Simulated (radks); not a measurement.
The nitrogen ion N+ inside a hard spherical wall (all orbitals vanish at R), configuration held at [He] 2s2 2p2 and not refilled when levels cross. Calculated with a radial shooting solver on a logarithmic mesh with Libxc functionals: scalar-relativistic Kohn-Sham, PBE, spin-polarised, spherical densities, finite nucleus; open shells are filled with parallel spins first; Fermi nuclear charge, rms radius 2.5582 fm. Eigenvalues in eV for spin up, with the zero of energy where the potential of the charges vanishes at infinity; a dash marks a level that is unbound or too diffuse for the functional's potential to be trusted. A positive occupied level is held by the wall or, in an anion where self-interaction has pushed it up, behind a barrier. The pressure on the wall is -dE/dV.

| R (bohr) | E (hartree) | kinetic (hartree) | e(1s) | e(2s) | e(2p) | e(3s, empty) | e(3p, empty) | pressure (GPa) |
|---|---|---|---|---|---|---|---|---|
| free | -54.02007 | 53.945 | -401.70 | -33.826 | -22.032 | - | - | 0 |
| 20 | -54.02007 | 53.945 | -401.70 | -33.826 | -22.032 | - | - | < 0.0001 |
| 12 | -54.02007 | 53.945 | -401.70 | -33.826 | -22.032 | - | - | < 0.0001 |
| 10 | -54.02007 | 53.945 | -401.70 | -33.826 | -22.032 | -5.822 | - | < 0.0001 |
| 7 | -54.02005 | 53.945 | -401.70 | -33.825 | -22.031 | -5.253 | -2.730 | 0.00140 |
| 6 | -54.01993 | 53.946 | -401.69 | -33.818 | -22.022 | -4.340 | -1.459 | 0.0202 |
| 5 | -54.01869 | 53.959 | -401.59 | -33.761 | -21.954 | -1.964 | 1.443 | 0.299 |
| 4 | -54.00624 | 54.057 | -400.96 | -33.379 | -21.496 | 4.677 | 8.620 | 4.65 |
| 3.5 | -53.97658 | 54.247 | -399.88 | -32.698 | -20.690 | 12.102 | 16.011 | 19.0 |
| 2.5 | -53.58811 | 56.007 | -391.77 | -26.720 | -14.112 | 53.548 | 53.485 | 375 |
| 1.5 | -49.13451 | 68.306 | -354.52 | 21.346 | 28.352 | 267.96 | 225.17 | 13400 |
